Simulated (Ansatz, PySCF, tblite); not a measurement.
Breaking a bond: GeGa (cation, charge +1), lowest singlet found (which spin is the ground state isn't settled by this scan).

- GFN2-xTB, 300 K electronic temperature (tblite)
- RKS-B3LYP/6-31G* = restricted B3LYP/6-31G*, spherical d (PySCF)
- FCI = Ansatz (a first-principles code) with full CI/aug-cc-pVDZ, cores with 3d frozen

Energies relative to the lowest point of each curve between 2.89 and 3.91 Å, where full CI is lowest, in mEh; the last columns give the difference from FCI:

| R / Å | GFN2-xTB | RKS-B3LYP/6-31G* | FCI | GFN2-xTB − FCI | RKS-B3LYP/6-31G* − FCI |
|---|---|---|---|---|---|
| 2.89 | 3.4 | 34.6 | 3.3 | 0.1 | 31.3 |
| 3.03 | 0.5 | 37.3 | 0.5 | 0.0 | 36.8 |
| 3.28 | 0.0 | 0.0 | 0.0 | 0.0 | 0.0 |
| 3.51 | 2.9 | 3.0 | 2.5 | 0.4 | 0.5 |
| 3.91 | 11.4 | 10.9 | 9.8 | 1.6 | 1.1 |
| 4.28 | 20.0 | 18.4 | 17.2 | 2.8 | 1.2 |
| 4.78 | 29.5 | 27.0 | 26.0 | 3.5 | 1.0 |
| 5.38 | 36.0 | 34.3 | 33.6 | 2.5 | 0.7 |
| 6.02 | 38.0 | 39.0 | 38.3 | -0.3 | 0.7 |
| 7.09 | — | 42.3 | 41.8 | — | 0.5 |
| 8.22 | — | 42.8 | 43.2 | — | -0.4 |

GFN2-xTB is furthest from FCI at 4.78 (3.5 mEh, above); its mean absolute difference over the points is 1.2 mEh.

RKS-B3LYP/6-31G* is furthest from FCI at 3.03 (36.8 mEh, above); its mean absolute difference over the points is 6.7 mEh.

Dashes: no converged value, or the column stops at the first point that the program doubted or that broke a chosen test of continuity, which isn't proof of a fault.

The scan ran from 1.74 to 8.22 Å; beyond the distances shown full CI changes its symmetry label. The restricted form behind RKS-B3LYP/6-31G* keeps the bonding electrons paired and can't separate into open-shell fragments. Also computed but left out beside FCI, since their determinant holds another spin at the minimum (<S²> over 0.7 above the pure value): UHF, UCCSD, UCCSD(T), UKS-BLYP, UKS-B3LYP, UKS-PBE, UKS-B3LYP/6-31G*, UHF/3-21G.
